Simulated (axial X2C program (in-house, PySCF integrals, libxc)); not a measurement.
Curves of CoCN from open-shell CI on d7 s1

Calculated with an in-house all-electron X2C program for linear molecules (integrals from PySCF): two-component X2C with atomic mean-field Coulomb and Gaunt terms, basis Co dyall-v2z, C dyall-v2z, N dyall-v2z (cores contracted in-house). Orbitals come from Hartree–Fock averaged over the configuration Co d7 s1; CI then distributes these electrons over the d, s shells of Co.

Scan along the Co–C bond with CN moving as one mass, its bond held at 1.160 Å; masses Co 58.933 u, C 12.000 u, N 14.003 u. Energies in cm⁻¹ from the lowest point; levels are followed by energy order within each Ω. Lowest level at 2.074 Å: 100% d7 s1.

```csv
R (Å),(1)Ω=5,(1)Ω=4,(1)Ω=3,(1)Ω=2,(1)Ω=0,(1)Ω=1,(2)Ω=1
1.929,1152,1481,1821,2173,2519,2527,2580
2.001,254,580,919,1271,1599,1614,1673
2.074,0,323,659,1010,1312,1333,1409
2.157,306,625,958,1306,1570,1594,1705
2.240,1066,1381,1710,2054,2276,2300,2458
2.333,2288,2597,2920,3257,3431,3453,3669
2.447,4120,4420,4734,5055,5175,5194,5485
```

**Question.** Fit the curves (1)Ω=5, (1)Ω=4, (1)Ω=3, (1)Ω=2, (1)Ω=0, (1)Ω=1, (2)Ω=1 near their minima.

**Answer.** From the open-shell CI curves, Te from the lowest:

```json
{"level": "(1)Ω=5", "Te (cm⁻¹)": "0", "Re (Å)": "2.071", "ωe (cm⁻¹)": "417.9"}
{"level": "(1)Ω=4", "Te (cm⁻¹)": "323", "Re (Å)": "2.072", "ωe (cm⁻¹)": "417.3"}
{"level": "(1)Ω=3", "Te (cm⁻¹)": "660", "Re (Å)": "2.072", "ωe (cm⁻¹)": "416.8"}
{"level": "(1)Ω=2", "Te (cm⁻¹)": "1010", "Re (Å)": "2.072", "ωe (cm⁻¹)": "416.3"}
{"level": "(1)Ω=0", "Te (cm⁻¹)": "1312", "Re (Å)": "2.077", "ωe (cm⁻¹)": "409.9"}
{"level": "(1)Ω=1", "Te (cm⁻¹)": "1333", "Re (Å)": "2.076", "ωe (cm⁻¹)": "409.0"}
{"level": "(2)Ω=1", "Te (cm⁻¹)": "1409", "Re (Å)": "2.073", "ωe (cm⁻¹)": "417.6"}
```

Without dynamic correlation distances can be off by several hundredths of an Å (long for ionic bonds, short for multiple bonds) and the wavenumbers are rough.

The 7 lowest curves are shown; the next is (2)Ω=2, from 1502 cm⁻¹.

Dynamic correlation is missing, so gaps between terms are too wide and other configurations may lie lower; the lowest level listed is that of this model, not necessarily the ground state. For d shells the ligand-field splittings (σ, π, δ) and their order can be off by a thousand cm⁻¹ or more. At most 4 roots were kept for each Ω > 0 (twice that for Ω = 0) within 3.2 eV of the lowest, so higher up levels can be missing between those listed; levels with Ω > 0 are doubly degenerate and listed once, Ω = 0 levels singly. The molecule was held linear; bending was not examined.
